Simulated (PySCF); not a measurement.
A PySCF script (with the pyscf-properties extension) for the NMR shieldings of `CO[Si@@H]1C[C@@H](C#N)[SiH2][SiH2]1`, C4H11NOSi3, on a GFN2-xTB geometry:

```python
import basis_set_exchange as bse
import numpy as np
from pyscf import gto, dft
from pyscf.prop import nmr

atoms = """
C     3.102325   -0.335771    1.295692
O     1.871876    0.301891    1.167784
Si    0.919750    0.325318   -0.154510
C    -0.587260    1.311306    0.482124
C    -1.863704    0.963433   -0.295494
C    -1.722607    1.358189   -1.658094
N    -1.590103    1.637126   -2.762261
Si   -2.256066   -0.944060   -0.277169
Si   -0.091133   -1.709108   -0.646279
H     3.005274   -1.405896    1.093672
H     3.831828    0.083713    0.599154
H     3.456736   -0.190107    2.316281
H     1.603853    1.033184   -1.246318
H    -0.404506    2.385178    0.406718
H    -0.754529    1.099627    1.540598
H    -2.715183    1.514538    0.118410
H    -3.332625   -1.154070   -1.250034
H    -2.865331   -1.184488    1.040677
H     0.115534   -2.237859   -1.999877
H     0.270722   -2.841464    0.225891
"""
names = dict.fromkeys(["C", "O", "Si", "N", "H"], "pcSseg-1")
basis = {el: gto.basis.parse(bse.get_basis(n, elements=[el], fmt="nwchem")) for el, n in names.items()}
mol = gto.M(atom=atoms, basis=basis, charge=0, verbose=0)
mf = dft.RKS(mol, xc="PBE0")
mf.grids.level = 2
mf.grids.alignment = dft.numint.BLKSIZE   # the property module wants whole blocks of grid points
mf.conv_tol = 1e-9
mf.kernel()

calc = nmr.RKS(mf)   # GIAO
C = mf.mo_coeff
Co = C[:, mf.mo_occ > 0]
resp = mf.gen_response(singlet=True, hermi=2)
def vind(x):   # induced exchange potential for any number of trial vectors
    d = np.einsum("pi,xij,qj->xpq", C, 2 * x.reshape(-1, C.shape[1], Co.shape[1]), Co, optimize=True)
    return np.einsum("xpq,pi,qj->xij", resp(d - d.transpose(0, 2, 1)), C, Co, optimize=True).ravel()
mo1, _ = nmr.rhf.solve_mo1(calc, with_cphf=vind)
sigma = calc.kernel(mo1)
for i, s in enumerate(sigma):   # ppm
    w = np.linalg.eigvalsh((s + s.T) / 2)
    print("%2d %-2s iso %8.1f  s11 %8.1f  s22 %8.1f  s33 %8.1f" % (i, mol.atom_pure_symbol(i), w.mean(), *w))
```

Problem. What are the results?

Solution. 
```
 0 C  iso    132.1  s11    103.8  s22    106.9  s33    185.5
 1 O  iso    333.8  s11    271.4  s22    360.7  s33    369.2
 2 Si iso    337.7  s11    271.4  s22    331.3  s33    410.4
 3 C  iso    166.3  s11    149.1  s22    163.0  s33    186.9
 4 C  iso    179.6  s11    172.5  s22    177.3  s33    189.2
 5 C  iso     58.6  s11    -65.0  s22    -54.0  s33    294.8
 6 N  iso    -32.5  s11   -203.7  s22   -171.7  s33    277.7
 7 Si iso    400.9  s11    352.4  s22    392.7  s33    457.5
 8 Si iso    491.6  s11    463.7  s22    498.8  s33    512.2
 9 H  iso     28.1  s11     23.4  s22     26.9  s33     34.1
10 H  iso     28.0  s11     24.0  s22     25.2  s33     34.8
11 H  iso     27.7  s11     23.1  s22     25.1  s33     34.8
12 H  iso     25.9  s11     22.5  s22     25.0  s33     30.3
13 H  iso     29.6  s11     24.5  s22     28.3  s33     36.0
14 H  iso     30.9  s11     26.4  s22     28.7  s33     37.7
15 H  iso     29.3  s11     25.1  s22     25.9  s33     36.8
16 H  iso     27.3  s11     23.5  s22     25.2  s33     33.3
17 H  iso     27.5  s11     23.9  s22     24.9  s33     33.7
18 H  iso     28.4  s11     24.8  s22     25.3  s33     35.2
19 H  iso     28.4  s11     24.7  s22     25.6  s33     34.7
```

These numbers come from an equivalent density-fitted implementation of the same equations, which agrees with the script to about 0.01 ppm for H and up to a few tenths of a ppm for heavy atoms, so last digits may differ.

Problem. Turn these shieldings into chemical shifts. Referencing at the same level of theory: 13C (σ = 186.93 ppm), 29Si (σ = 349.16 ppm), 1H (σ = 31.72 ppm) vs TMS; 17O (σ = 336.08 ppm) vs H2O; 15N (σ = 267.73 ppm) vs NH3.

Solution. Averaging equivalent atoms: C 5: 128.3; C 0: 54.8; C 3: 20.6; C 4: 7.3; O 1: 2.3; Si 2: 11.5; Si 7: -51.7; Si 8: -142.4; N 6: 300.3; H 12: 5.78; H 16: 4.38; H 17: 4.22; H 9/10/11: 3.78; H 19: 3.36; H 18: 3.27; H 15: 2.45; H 13: 2.12; H 14: 0.81 ppm. Experimental scales use liquid or dissolved standards, which lie at an offset from isolated NH3 (liquid NH3: subtract about 20 ppm) and H2O (liquid H2O: subtract about 36 ppm). Unscaled 15N shifts of sp2 nitrogen come out 20 to 40 ppm too high even then.

Size and cost of the density-fitted run: 229 basis functions, 64 s wall time on 1 thread of an Arm Neoverse V1, shared host; peak memory 1.1 GiB.
